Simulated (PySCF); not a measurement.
C₂H₇FSn, SMILES [SnH]([F])([CH3])[CH3]. Atoms are numbered in the order given.

```xyz
11

Sn     0.2460    -0.0194     0.0000
C     -0.4624     0.9194     1.8084
C     -0.4624     0.9194    -1.8084
F     -0.5754    -1.8009     0.0000
H      1.9413    -0.3373     0.0000
H      0.0123     1.9041     1.9325
H     -0.2181     0.2882     2.6744
H     -1.5524     1.0478     1.7476
H     -0.2181     0.2882    -2.6744
H      0.0123     1.9041    -1.9325
H     -1.5524     1.0478    -1.7476
```

Geometry optimised at B3LYP-D3(BJ)/def2-SVP. The structure was generated by enumeration; whether it is a known compound was not checked. The def2 effective core potentials stand for the cores of Sn; spin–orbit coupling is left out.

Calculation: HF/def2-TZVP run with PySCF.

Symmetry labels are those of the subgroup Cs that the program uses (full group Cs).

Computed valence orbital energies around the gap with their symmetry:
| orbital | symmetry | energy (eV) |
|---|---|---|
| HOMO−7 | A" | -15.74 |
| HOMO−6 | A' | -15.55 |
| HOMO−5 | A' | -15.40 |
| HOMO−4 | A" | -15.30 |
| HOMO−3 | A" | -15.22 |
| HOMO−2 | A' | -14.45 |
| HOMO−1 | A' | -11.68 |
| HOMO | A" | -11.10 |
| LUMO | A' | 2.53 |
| LUMO+1 | A" | 2.82 |
| LUMO+2 | A' | 3.01 |
| LUMO+3 | A' | 3.89 |
